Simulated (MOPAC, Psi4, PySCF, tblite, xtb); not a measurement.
Dimer CH4 ··· C2H2 (SMILES C and C#C) at R = 3.91 Å between the centres of mass, closest contact 2.77 Å (lowest of the rigid-body minima from ten starts at GFN2-xTB). Geometry in Å and degrees:

```
C
H 1 1.0891
H 1 1.0891 2 109.47
H 1 1.0891 2 109.47 3 -120.00
H 1 1.0891 2 109.47 4 -120.00
C 2 2.7749 1 148.65 3 -59.76
C 6 1.1968 2 92.19 1 -178.46
H 7 1.0626 2 115.16 1 -174.51
H 6 1.0627 2 87.82 1 1.54
```

- GFN2-xTB (tblite)
- SAPT0/jun-cc-pVDZ, frozen core (Psi4)
- PBE0/def2-TZVP, counterpoise-corrected (Psi4)
- PBE0-D3(BJ)/def2-TZVP, counterpoise-corrected (Psi4)
- PBE/def2-TZVP, counterpoise-corrected (Psi4)
- PBE-D3(BJ)/def2-TZVP, counterpoise-corrected (Psi4)
- HF/aug-cc-pVDZ, counterpoise-corrected (Psi4)
- MP2/aug-cc-pVDZ = Psi4 with DF-MP2/aug-cc-pVDZ, frozen core, counterpoise-corrected
- SCS-MP2/aug-cc-pVDZ = DF-SCS-MP2/aug-cc-pVDZ, frozen core, counterpoise-corrected run with Psi4 1.11
- PM6, restricted, heats of formation (MOPAC)
- PM7, restricted, heats of formation (MOPAC)
- GFN1-xTB (xtb)
- RKS-B3LYP/6-31G* = restricted B3LYP/6-31G*, spherical d, no counterpoise correction (PySCF 2.14.0)
- RHF/LANL2DZ = restricted Hartree-Fock/LANL2DZ, no counterpoise correction run with PySCF
- RKS-M06-2X/6-31G* = restricted M06-2X/6-31G*, spherical d, no counterpoise correction in PySCF 2.14.0

Q: What interaction energy does each level give?

A: 
```
method                 E_int / kJ/mol
---------------------  --------------
GFN2-xTB                        -2.99
PBE-D3(BJ)/def2-TZVP            -2.84
RKS-M06-2X/6-31G*               -2.84
PM7                             -2.78
PBE0-D3(BJ)/def2-TZVP           -2.50
GFN1-xTB                        -2.31
MP2/aug-cc-pVDZ                 -1.06
RKS-B3LYP/6-31G*                -1.03
PM6                             -1.00
PBE/def2-TZVP                   -0.36
PBE0/def2-TZVP                  -0.10
SAPT0/jun-cc-pVDZ               -0.02
SCS-MP2/aug-cc-pVDZ              0.02
RHF/LANL2DZ                      3.21
HF/aug-cc-pVDZ                   3.47
```
